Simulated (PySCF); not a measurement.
`InChI=1S/C6H5F3/c1-3-4(7)2-5(8)6(3)9/h2,5-6H,1H2/t5-,6+/m1/s1`

Molfile (atoms numbered from 1):
```
C6H5F3
     RDKit          3D

 14 14  0  0  0  0  0  0  0  0999 V2000
    2.1772    0.0850    0.1125 C   0  0  0  0  0  0  0  0  0  0  0  0
    0.8511    0.1222    0.1102 C   0  0  0  0  0  0  0  0  0  0  0  0
   -0.0047    1.2927   -0.0161 C   0  0  0  0  0  0  0  0  0  0  0  0
    0.5150    2.5192   -0.0150 F   0  0  0  0  0  0  0  0  0  0  0  0
   -1.3021    1.0002   -0.1045 C   0  0  0  0  0  0  0  0  0  0  0  0
   -1.4990   -0.4875   -0.1113 C   0  0  1  0  0  0  0  0  0  0  0  0
   -1.9166   -0.9089   -1.3534 F   0  0  0  0  0  0  0  0  0  0  0  0
   -0.0901   -1.0599    0.2112 C   0  0  1  0  0  0  0  0  0  0  0  0
    0.2533   -2.0678   -0.6462 F   0  0  0  0  0  0  0  0  0  0  0  0
    2.7571    0.9877    0.0262 H   0  0  0  0  0  0  0  0  0  0  0  0
    2.7109   -0.8460    0.1855 H   0  0  0  0  0  0  0  0  0  0  0  0
   -2.1151    1.6895   -0.2315 H   0  0  0  0  0  0  0  0  0  0  0  0
   -2.2679   -0.8321    0.5907 H   0  0  0  0  0  0  0  0  0  0  0  0
   -0.0698   -1.4949    1.2196 H   0  0  0  0  0  0  0  0  0  0  0  0
  1  2  2  0
  2  3  1  0
  3  4  1  0
  3  5  2  0
  5  6  1  0
  6  7  1  0
  6  8  1  0
  8  9  1  0
  8  2  1  0
  1 10  1  0
  1 11  1  0
  5 12  1  0
  6 13  1  1
  8 14  1  1
M  END
```

Level of theory: PySCF 2.14.0, GIAO B3LYP/pcSseg-1 magnetisability, rotational g tensor and spin-rotation constants, non-relativistic, gas phase. Geometry: GFN2-xTB.

(1) How diamagnetic is it, and how anisotropic?

(2) Split it along the inertial axes a, b, c into diamagnetic and paramagnetic parts about the centre of mass, with the quadrupole moment.

(3) And the rotational g tensor?

## Answers

(1) Isotropic -1060 × 10⁻³⁰ J/T², or -63.8 × 10⁻⁶ cm³/mol; principal values -1286, -973, -920 × 10⁻³⁰ J/T², anisotropy 342 × 10⁻³⁰ J/T² (root of half the summed squared differences of the principal values). The susceptibility is in cgs units.

(2) 
```
axis  χ (10⁻⁶ cm³/mol)  diamagnetic (10⁻⁶ cm³/mol)  paramagnetic (10⁻⁶ cm³/mol)  summed x² of all electrons (Å²)  quadrupole Θ (D Å)
   a             -60.7                      -580.8                        520.2                            165.2               -7.83
   b             -56.0                      -798.6                        742.6                            113.9               +6.33
   c             -74.8                     -1184.2                       1109.4                             23.0               +1.50
```
Anisotropies 2χaa − χbb − χcc = +9.4 and 2χbb − χaa − χcc = +23.4 × 10⁻⁶ cm³/mol. Θ is traceless in Buckingham's convention.

(3) 
```tsv
axis	rotational constant (GHz)	g	nuclear part	electronic part
a	2.3884	-0.0278	0.5559	-0.5837
b	1.5262	-0.0271	0.5053	-0.5324
c	1.0088	-0.0077	0.5181	-0.5258
```
Asymmetric top; isotopes 12C, 19F, 1H; no vibrational averaging.
